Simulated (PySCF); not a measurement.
# C11H16O3S: Computed beside measured shifts

System: C11H16O3S (measured compound), SMILES CCCCOS(=O)(=O)c1ccc(C)cc1.

Atom-mapped SMILES (hydrogens are numbered by the atom that bears them): [CH3:1][CH2:2][CH2:3][CH2:4][O:5][S:6](=[O:7])(=[O:8])[c:9]1[cH:10][cH:11][c:12]([CH3:13])[cH:14][cH:15]1

Method: GIAO PBE0/pcSseg-2, gas phase, PySCF SCF with an in-house response code, fitting set def2-universal-JFIT up to Ne and JKFIT beyond, grid level 2, non-relativistic, on the PBE0-D3(BJ)/def2-SVP geometry.

One optimised conformer. Values are averaged over the atoms that symmetry or fast rotation interchanges, on this one geometry and without vibrational averaging. Shifts are the reference shielding less the shielding here, at the same level (13C, 1H against isolated TMS; 17O against isolated H2O; 33S against isolated CS2); nuclei without a reference have shieldings only.

(1) What shifts does this level give for H on 4, H on 3, H on 2, H on 1, and how do they compare with measurement?

Results:

(1) 
```csv
atom,nucleus,computed / ppm,measured / ppm,computed less measured,measured against,medium of the measurement
H on 4,1H,4.20,4.03,0.17,TMS,not stated per compound (mostly CDCl3 or CCl4)
H on 3,1H,1.50,1.62,-0.12,TMS,not stated per compound (mostly CDCl3 or CCl4)
H on 2,1H,1.39,1.36,0.03,TMS,not stated per compound (mostly CDCl3 or CCl4)
H on 1,1H,1.14,0.88,0.26,TMS,not stated per compound (mostly CDCl3 or CCl4)
```

Measured values: Pretsch, Buehlmann, Badertscher, Structure Determination of Organic Compounds, 4th ed..
